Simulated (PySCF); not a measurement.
PySCF input:

```python
from pyscf import gto, scf, dft

mol = gto.M(
    atom='''
    C    -0.94041224    0.77188622   -0.06851617
    C     0.37398335    1.12530834   -0.18279948
    C     1.19519894   -0.09631898   -0.04266385
    C     0.35528975   -1.15557957    0.15258777
    C    -0.98348464   -0.64491885    0.14130909
    H    -1.79580188    1.42540909   -0.12371382
    H     0.76672119    2.11736370   -0.34694811
    H     2.27333472   -0.12385076   -0.08985335
    H     0.63312916   -2.18783030    0.29076902
    H    -1.88083415   -1.23335468    0.27024210
    ''',
    basis='def2-tzvpd',
    charge=0,
    spin=1,
    verbose=4,
)

mf = scf.UHF(mol).density_fit(auxbasis='def2-universal-jkfit')
mf.conv_tol = 1e-9
mf.max_cycle = 100
mf.max_memory = 1500
mf.kernel()
if not mf.converged:
    mf = mf.newton()
    mf.kernel(mf.make_rdm1())
for _ in range(2):
    mo, _, stable, _ = mf.stability(return_status=True)
    if stable:
        break
    mf.kernel(mf.make_rdm1(mo, mf.mo_occ))
mf.analyze()
```

### Question
Which total energy does the run end on?

### Answer
-192.26289 Eh (HF/def2-TZVPD).

It need not be the lowest isomer of its formula.

The determinant is spin-contaminated: <S^2> is 0.98 against 0.75 for a pure state.
